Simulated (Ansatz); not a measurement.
AlO₆H₁₂²⁺, that is [Al(H2O)6]3+ with one electron more. Charge 2, multiplicity 2. Geometry B3LYP-D4/def2-SVP, that of the charge +3 singlet; atoms count from 1.

```xyz
19

Al    0.001   -0.001    0.001
O     0.552    1.387    1.227
H     0.984    1.264    2.098
H     0.452    2.354    1.098
O    -0.552   -1.380   -1.234
H    -0.978   -1.245   -2.107
H    -0.462   -2.348   -1.113
O    -1.732   -0.068    0.852
H    -2.030    0.468    1.617
H    -2.485   -0.645    0.604
O     1.736    0.060   -0.848
H     2.484    0.647   -0.610
H     2.040   -0.493   -1.598
O     0.649   -1.347    1.225
H     0.138   -1.786    1.937
H     1.553   -1.724    1.257
O    -0.651    1.347   -1.222
H    -0.145    1.781   -1.941
H    -1.554    1.728   -1.244
```

**Question.** Estimate the Mulliken populations from the PBE0/def2-TZVP orbitals of Ansatz.

**Answer.** 
```
atom  charge (e)  spin (α − β)
 Al1        0.48          0.20
  O2       -0.41         -0.06
  H3        0.33          0.10
  H4        0.33          0.10
  O5       -0.41         -0.06
  H6        0.33          0.10
  H7        0.33          0.10
  O8       -0.41         -0.06
  H9        0.33          0.10
 H10        0.33          0.10
 O11       -0.41         -0.06
 H12        0.33          0.10
 H13        0.33          0.10
 O14       -0.41         -0.06
 H15        0.33          0.10
 H16        0.33          0.10
 O17       -0.41         -0.06
 H18        0.33          0.10
 H19        0.33          0.10
```
Mulliken values depend strongly on the basis.

**Question.** Where does the spin sit?

**Answer.** Summed by element: Al 0.20, O -0.35, H 1.15, of 1 unpaired in all. Largest on single atoms: Al1 0.20, H19 0.10, H18 0.10.

**Question.** And the Mayer bond orders between heavy atoms (over 0.3)?

**Answer.** Al1–O2 0.58 (1.93 Å); Al1–O5 0.58 (1.93 Å); Al1–O8 0.58 (1.93 Å); Al1–O11 0.58 (1.93 Å); Al1–O14 0.58 (1.93 Å); Al1–O17 0.58 (1.93 Å).
